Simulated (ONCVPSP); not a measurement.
**Building the ONCV potential for cerium (Ce) (LDA (Perdew-Zunger), fully relativistic).**

* Element: Ce (Z = 58)
* Generator: ONCVPSP 4.0.1
* Type: optimised norm-conserving Vanderbilt (ONCV)
* Functional: LDA (Perdew-Zunger)
* Relativity: fully relativistic
* Frozen core: [Kr] 4d10
* Valence charge: 12
* Reference configuration: 4f1 5s2 5p6 5d2 6s1
* Partial waves: 5s+6s: rc 2.75 bohr, ncon 4, nbas 7, qcut 4.8 1/bohr, 2 projectors; 5p: rc 2.80 bohr, ncon 3, nbas 7, qcut 5.3 1/bohr, 2 projectors, debl 2.7 Ha; 5d: rc 3.05 bohr, ncon 5, nbas 10, qcut 4.5 1/bohr, 2 projectors, debl 2.6 Ha; 4f: rc 1.65 bohr, ncon 4, nbas 8, qcut 9.3 1/bohr, 2 projectors, debl 3.2 Ha
* Local potential: polynomial inside 1.60 bohr (lpopt 3, dvloc0 6 Ha)
* Core correction: Teter function, fcfact 2.75, rcfact 1.35

Open shells are filled in proportion to 2j + 1.

Poles of the logarithmic derivatives, all-electron (AE) and pseudo (PS). s: poles at -1.4, 1.9 (AE) and -1.4, 1.4, 3.0 (PS) Ha. p3/2: poles at -0.6, 2.5 (AE) and -0.6, 2.5 (PS) Ha. p1/2: poles at -0.7, 2.3 (AE) and -0.7, 2.3 (PS) Ha. d5/2: poles at 0.3, 2.9 (AE) and 0.3, 2.9 (PS) Ha. d3/2: poles at 0.3, 2.8 (AE) and 0.3, 2.8 (PS) Ha. f7/2: poles at 0.3 (AE) and 0.3 (PS) Ha. f5/2: poles at 0.2 (AE) and 0.2 (PS) Ha. Test radii: s 2.79, p3/2 2.84, p1/2 2.84, d5/2 3.09, d3/2 3.09, f7/2 1.68, f5/2 1.68 bohr.

* Cutoffs needed: 40 Ha and 67 Ha (the cutoffs (Ha) at which the residual kinetic energy of the hardest occupied pseudo-wave falls to 1 and 0.1 mHa per electron)
* Ghost test: ghosts flagged at negative energy: p3/2 at -165.9 eV; no localised positive-energy state flagged; a true bound ghost makes a file unfit for plane-wave use
* Configuration tests: 1 of 4 tests not solved or not reliable
* rms error of d²Exc/dni dnj: 13.18 mHa without and 7.67 mHa with the model core
